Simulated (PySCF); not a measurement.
Polarisability and C₆ of O (oxygen, neutral)

[He] 2s2 2p4, high-spin 3P determinant. Computed with PySCF 2.14 in aug-cc-pCVTZ-DK (7s6p4d2f, 59 functions), with the spin-free X2C one-electron Hamiltonian (Gaussian nucleus). Coupled (time-dependent) response in atomic units; α is the mean over directions.

```tsv
method	mean α (bohr³)	α xx, yy, zz	C₆ (like pair)	S(−4)
UHF	4.608	4.414, 4.997, 4.414	13.56	9.103
PBE	5.452	5.043, 6.269, 5.043	16.75	15.02
PBE0	5.129	4.808, 5.771, 4.808	15.54	12.37
revPBE	5.458	5.040, 6.295, 5.040	16.77	15.15
BP86	5.502	5.099, 6.310, 5.099	16.98	15.04
```

S(−4) is the Cauchy moment in α(ω) = α(0) + S(−4) ω² + …

Reference α: 5.3 ± 0.2 bohr³ (recommended; Schwerdtfeger and Nagle, table of static dipole polarizabilities (2023 update)). Published C₆: 15.60 (Chu and Dalgarno (2004); Tang, Norbeck and Certain (1976)).

α(iu) at UHF:

| u (hartree) | α(iu) (bohr³) |
| --- | --- |
| 0 | 4.608 |
| 0.0500 | 4.586 |
| 0.100 | 4.520 |
| 0.200 | 4.285 |
| 0.300 | 3.967 |
| 0.500 | 3.275 |
| 0.750 | 2.527 |
| 1.00 | 1.962 |
| 1.50 | 1.247 |
| 2.00 | 0.8529 |
| 3.00 | 0.4670 |
| 5.00 | 0.2009 |

The components differ because the open shell of this determinant is not spherical; for a pure term their mean is the scalar polarisability.
